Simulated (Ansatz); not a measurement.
1-ethyl-3-methylimidazolium hexafluoroantimonate, `CCn1cc[n+](C)c1.[F][Sb-]([F])([F])([F])([F])[F]`, 26 atoms. Hardware: 4 threads of Arm Neoverse V2 on a shared host.

In the def2 sets Sb takes a core potential; there is no spin–orbit coupling. Correlated methods freeze 18 core orbitals; core or outer-core shells of Sb are correlated, in sets that lack core-valence functions.

Problem. How many basis functions does each of these Ansatz runs have, and roughly what does it cost? PBE0-D4/def2-TZVP, charge 0 singlet, energy and forces, from earlier orbitals; PBE0-D4/def2-SVP, charge 0 singlet, energy, from earlier orbitals; PBE0-D4/def2-SVP, charge 0 triplet at the geometry of the charge 0 singlet, energy; PBE-D4/def2-SVP, charge -1 doublet at the geometry of the charge 0 singlet, energy, from earlier orbitals; PBE-D4/def2-SVP, charge 1 doublet at the geometry of the charge 0 singlet, energy, from earlier orbitals; PBE-D4/def2-SVP, charge -1 doublet, relaxation, 15 steps; RPA@PBE/def2-SVP, charge 0 singlet, energy, from earlier orbitals; r2SCAN-D4/def2-TZVP, charge 0 singlet, energy, from earlier orbitals; PBE-D4/def2-TZVP, charge 0 singlet, energy and forces, from earlier orbitals; PBE-D4/def2-SVP, charge 0 singlet, relaxation, 20 steps; MP2/def2-SVP, charge 0 singlet, energy, from earlier orbitals; PBE-D4/def2-SVP, charge 0 triplet at the geometry of the charge 0 singlet, energy, from earlier orbitals.

Solution. Other jobs shared the machine, so times can vary by a factor of up to 3. A dash marks memory too small to be measured apart from the calling script's.

```json
{"run": "MP2/def2-SVP, charge 0 singlet, energy, from earlier orbitals", "functions": "277", "fitting or Cholesky vectors": "2830", "wall time": "15 s", "peak host memory (GiB)": "1.2"}
{"run": "PBE0-D4/def2-SVP, charge 0 singlet, energy, from earlier orbitals", "functions": "277", "fitting or Cholesky vectors": "3180", "wall time": "15 s", "peak host memory (GiB)": "1.6"}
{"run": "PBE-D4/def2-TZVP, charge 0 singlet, energy and forces, from earlier orbitals", "functions": "550", "fitting or Cholesky vectors": "3193", "wall time": "18 s", "peak host memory (GiB)": "1.7"}
{"run": "PBE-D4/def2-SVP, charge -1 doublet at the geometry of the charge 0 singlet, energy, from earlier orbitals", "functions": "277", "fitting or Cholesky vectors": "3134", "wall time": "21 s", "peak host memory (GiB)": "–"}
{"run": "RPA@PBE/def2-SVP, charge 0 singlet, energy, from earlier orbitals", "functions": "277", "fitting or Cholesky vectors": "2830", "wall time": "25 s", "peak host memory (GiB)": "1.3"}
{"run": "r2SCAN-D4/def2-TZVP, charge 0 singlet, energy, from earlier orbitals", "functions": "550", "fitting or Cholesky vectors": "3193", "wall time": "31 s", "peak host memory (GiB)": "1.7"}
{"run": "PBE0-D4/def2-SVP, charge 0 triplet at the geometry of the charge 0 singlet, energy", "functions": "277", "fitting or Cholesky vectors": "2830", "wall time": "34 s", "peak host memory (GiB)": "1.9"}
{"run": "PBE-D4/def2-SVP, charge 0 triplet at the geometry of the charge 0 singlet, energy, from earlier orbitals", "functions": "277", "fitting or Cholesky vectors": "3134", "wall time": "38 s", "peak host memory (GiB)": "1.5"}
{"run": "PBE-D4/def2-SVP, charge 1 doublet at the geometry of the charge 0 singlet, energy, from earlier orbitals", "functions": "277", "fitting or Cholesky vectors": "3134", "wall time": "42 s", "peak host memory (GiB)": "1.5"}
{"run": "PBE0-D4/def2-TZVP, charge 0 singlet, energy and forces, from earlier orbitals", "functions": "550", "fitting or Cholesky vectors": "3845", "wall time": "50 s", "peak host memory (GiB)": "4.2"}
{"run": "PBE-D4/def2-SVP, charge 0 singlet, relaxation, 20 steps", "functions": "277", "fitting or Cholesky vectors": "3134", "wall time": "99 s", "peak host memory (GiB)": "–"}
{"run": "PBE-D4/def2-SVP, charge -1 doublet, relaxation, 15 steps", "functions": "277", "fitting or Cholesky vectors": "3134", "wall time": "2.2 min", "peak host memory (GiB)": "–"}
```
